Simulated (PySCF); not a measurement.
C4H9FSi, SMILES C1([SiH3])(CCC1)F.

Coordinates come from a PBE0-D3(BJ)/def2-SVP optimisation. The structure was generated by enumeration, and PubChem lists no compound with its InChIKey, so it may never have been made.

Level of theory: CAM-B3LYP/def2-TZVP run with PySCF.

Symmetry labels are those of the subgroup Cs that the program uses (full group Cs).

Computed valence orbital energies around the gap with their symmetry:
```tsv
orbital	symmetry	energy (eV)
HOMO−7	A"	-12.73
HOMO−6	A'	-12.25
HOMO−5	A"	-11.42
HOMO−4	A'	-11.22
HOMO−3	A'	-11.19
HOMO−2	A"	-11.03
HOMO−1	A"	-10.30
HOMO	A'	-9.29
LUMO	A'	1.51
LUMO+1	A'	1.92
LUMO+2	A"	2.19
LUMO+3	A'	2.40
```
